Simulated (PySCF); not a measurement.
## Relaxation of sextet Fe(OH)₃

These are results of PySCF, UPBE, basis Fe def2-SVP, O def2-SVP, H def2-SVP (no relativity, density fitting), not measurements. A (50,194) grid was used.

A hand-made trigonal pyramidal (heavy-atom frame) start, of C3 symmetry, held to at least that symmetry:

```xyz
7
charge 0 multiplicity 6, angstrom
Fe    0.0000    0.0000   -0.4090
O     1.5805    0.0000    0.4314
O    -0.7902    1.3687    0.4314
O    -0.7902   -1.3687    0.4314
H     2.1253   -0.7354    0.7211
H    -0.4258    2.2083    0.7211
H    -1.6995   -1.4729    0.7211
```

Question: What does it relax to?

Answer: It ends at C3h with Fe–O 1.811 Å (×3), O–H 0.976 Å (×3); Fe–O–H 119.8° (×3), O–Fe–O 120.0° (×3). A frequency run shows a minimum. Other isomers or separated fragments may lie lower.

Question: How much energy is released, and in how many steps?

Answer: 97.0 kJ/mol in 17 steps.

Other spin states or occupations of the open shell can lie lower.

The relaxation took about 2.2 core-minutes on a shared host.
